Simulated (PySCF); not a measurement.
A GIAO shielding run with PySCF 2.14 (density fitting, non-relativistic, gas phase) on SMILES CS[Si@H](C)C(C)(C)C, C6H16SSi:

```
$ OMP_NUM_THREADS=1 python probes_run.py task.json out

{"job": {"kind": "nmr", "xc": "PBE0", "basis": "pcSseg-1"}, "charge": 0, "multiplicity": 1}
C      3.234895     1.443912    -0.145698
S      1.453946     1.807963    -0.133790
Si     0.689767    -0.162036     0.308808
C      1.393741    -1.409173    -0.943525
C     -1.219600    -0.053747     0.261885
C     -1.707265     0.304152    -1.143006
C     -1.703507     1.016330     1.240760
C     -1.809803    -1.402894     0.666999
H      3.750499     2.395391    -0.215343
H      3.476126     0.829031    -1.006180
H      3.509522     0.937603     0.773700
H      1.161870    -0.496965     1.661898
H      2.464370    -1.531924    -0.807421
H      0.938054    -2.387119    -0.827628
H      1.226511    -1.080983    -1.966555
H     -2.792741     0.400258    -1.152193
H     -1.431250    -0.466617    -1.859881
H     -1.279433     1.250582    -1.467173
H     -1.390066     0.784803     2.256719
H     -1.299324     1.989578     0.971280
H     -2.791266     1.079185     1.227396
H     -1.505597    -2.185033    -0.024819
H     -1.482857    -1.686174     1.664812
H     -2.898328    -1.356357     0.666508
```

Hardware: 1 thread of an Arm Neoverse N1, shared host. The job also computes population analyses, field gradients.

Q: How large is the calculation?

A: 82 electrons, 230 basis functions and 1236 auxiliary functions.

Q: How long does it take, and how much memory does it need?

A: 92 s of wall time, with 12 SCF cycles and 4 response iterations; peak memory 1.1 GiB. Times on a shared host scatter by some tens of per cent.
